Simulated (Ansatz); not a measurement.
Basis-set extrapolation for C$_{3}$H$_{8}$Si, SMILES `C=CC[SiH3]` (PBE0-D4/def2-TZVP geometry, frozen core, Ansatz 0.2.0). Multiplicity 1, RHF reference.

|  | def2-TZVPP | def2-QZVPP |
| --- | --- | --- |
| HF | -407.221813 | -407.236339 |
| MP2 correlation | -0.632315 | -0.673070 |
| CCSD(T) correlation | -0.712503 | not run |

Energies in hartree. Use E(X) = E(∞) + A·exp(−7.88·√X) for Hartree–Fock and E(X) = E(∞) + B·X^(−2.97) for correlation, with X = 3 and 4, and add CCSD(T) minus MP2 of the smaller set to the MP2 limit.

Task: What is the CCSD(T) energy at the basis-set limit?

Result: HF limit: -407.236339 + (-0.014526) × 0.13774 = -407.23834. MP2 limit: -0.673070 + (-0.040755) × 0.74074 = -0.70326. Higher-order term: -0.712503 − (-0.632315) = -0.08019. Total: -408.02179 hartree, 229.7 kJ/mol below CCSD(T)/def2-TZVPP.
